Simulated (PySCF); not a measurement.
## Pd⁻ (palladium, charge -1) across methods

[Kr] 4d10 5s1, 2S determinant. All numbers are calculated (PySCF 2.14, scalar relativity through the core potential, in aug-cc-pwCVTZ-PP with ECP28MDF (8s8p7d4f3g, 122 functions)).

```tsv
method	E (hartree)	mean ε 4d α (eV)	mean ε 4d β (eV)	mean ε 5s α (eV)	Σ⟨r²⟩ (bohr²)	⟨S²⟩
B97-3	-127.4925	-0.060	0.066	0.915	76.31	0.754
PBE	-127.4935	1.516	1.643	1.219	73.98	0.753
r2SCAN	-127.5036	1.515	1.628	1.067	72.95	0.755
PBE0	-127.4579	0.174	0.249	0.864	75.28	0.753
LDA	-127.2549	1.390	1.513	1.095	71.67	0.752
M06	-127.5053	0.099	0.140	0.880	70.23	0.753
B3LYP	-127.5224	0.415	0.493	0.915	74.46	0.751
```

(1) Estimate the same row for UHF.

Energies and moments cover only the electrons outside the core potential. At B97-3 the highest occupied level has a positive energy, so only the finite basis holds that electron; in a semilocal or global hybrid functional this comes from self-interaction and does not mean that the real anion is unbound.

The highest occupied level is positive at B97-3, PBE, r2SCAN, UHF, PBE0, LDA, M06, B3LYP: only the finite basis holds that electron, at UHF too, so the state is unbound at these levels.

## Answers

(1) E (hartree) = -126.60032; mean ε 4d α (eV) = -4.365; mean ε 4d β (eV) = -4.411; mean ε 5s α (eV) = 0.214; Σ⟨r²⟩ (bohr²) = 99.52; ⟨S²⟩ = 0.751.
